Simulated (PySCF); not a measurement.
Choosing a molecule for a target property.

All species are isolated and taken at one optimised geometry, non-relativistic unless stated; the electronic structure was computed with PySCF and density fitting.

The conformers computed, where there is a choice (atom-mapped SMILES and torsion angles):
- `[CH3:1][c:2]1[cH:3][n:4][nH:5][c:6]1[C:7]([F:8])([F:9])[F:10]`: N5–C6–C7–F8 0°
- `[CH3:1][O:2][SiH:3]([O:4][CH3:5])[C:6]([F:7])([F:8])[C:9]([F:10])([F:11])[F:12]`: C1–O2–Si3–O4 168°, O2–Si3–O4–C5 56°, O2–Si3–C6–F7 -75°, Si3–C6–C9–F10 166°
- `[CH3:1]/[CH:2]=[P:3]\[c:4]1[cH:5][cH:6][cH:7][cH:8][cH:9]1`: C2–P3–C4–C5 -70°
- `[CH3:1][c:2]1[cH:3][c:4]([Cl:5])[p:6][c:7]([CH:8]=[O:9])[cH:10]1`: P6–C7–C8–O9 -179°
- `[cH:1]1[cH:2][c:3]([CH:4]2[CH2:5][CH2:6]2)[cH:7][cH:8][p:9]1`: C2–C3–C4–C5 -145°
- `[CH3:1][S:2](=[O:3])(=[O:4])[CH2:5][C:6](=[O:7])[O:8][SiH3:9]`: C1–S2–C5–C6 79°, S2–C5–C6–O7 -77°, C5–C6–O8–Si9 -159°

The conformers of `CCCC1CCCCC1` aren't listed.

(1) Wanted: HOMO–LUMO gap between 5.4 eV and 7.4 eV (PBE0/pcSseg-1) and HOMO energy below -7.5 eV (PBE0/pcSseg-1), at GFN2-xTB geometries. Which candidate meets both?
A. `O=S(C)(=O)CC(O[SiH3])=O`
B. `c1cc(C2CC2)ccp1`
C. `Cc1cc(Cl)pc(C=O)c1`
D. `C(F)(c1[nH]ncc1C)(F)F`
E. `C1C(CCC)CCCC1`
F. `CO[SiH](OC)C(F)(F)C(F)(F)F`
G. `C/C=P\c1ccccc1`

## Answers

(1) D. Computed values:
```csv
species,HOMO–LUMO gap,HOMO energy
Cc1cc(Cl)pc(C=O)c1,4.78 eV,-7.42 eV
c1cc(C2CC2)ccp1,5.31 eV,-6.64 eV
C/C=P\c1ccccc1,5.49 eV,-6.88 eV
C(F)(c1[nH]ncc1C)(F)F,7.14 eV,-7.55 eV
O=S(C)(=O)CC(O[SiH3])=O,7.63 eV,-8.47 eV
CO[SiH](OC)C(F)(F)C(F)(F)F,8.99 eV,-8.29 eV
C1C(CCC)CCCC1,9.64 eV,-8.06 eV
```
